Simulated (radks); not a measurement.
Cu4+, configuration [Ar] 3d7. Calculated with a radial shooting solver on a logarithmic mesh with Libxc functionals: non-relativistic Kohn-Sham, PW91, spin-polarised, spherical densities, point nucleus; open shells are filled with parallel spins first. Some entries of the table are withheld. Estimate them.

| orbital | occ. | eigenvalue (hartree) | r(max) (bohr) |
|---|---|---|---|
| 1s up | 1 | -324.1075 | 0.03488 |
| 1s down | 1 | -324.1074 | 0.03488 |
| 2s up | 1 | -40.92554 | 0.1999 |
| 2s down | 1 | -40.84550 | 0.1997 |
| 2p up | 3 | -36.20501 | 0.1596 |
| 2p down | 3 | -36.14568 | 0.1595 |
| 3s up | 1 | -6.68234 | 0.6174 |
| 3s down | 1 | -6.53773 | 0.6183 |
| 3p up | 3 | -5.20029 | 0.6161 |
| 3p down | 3 | -5.05746 | 0.6174 |
| 3d up | 5 | -2.68741 | (1) |
| 3d down | 2 | -2.54759 | (2) |
| 4s up | 0 | -1.77459 | 1.733 |
| 4s down | 0 | -1.73480 | 1.760 |
| 4p up | 0 | -1.42883 | (3) |
| 4p down | 0 | -1.39510 | (4) |

Answer. 
(1) 3d up r(max) (bohr): 0.5732
(2) 3d down r(max) (bohr): 0.5778
(3) 4p up r(max) (bohr): 1.933
(4) 4p down r(max) (bohr): 1.964
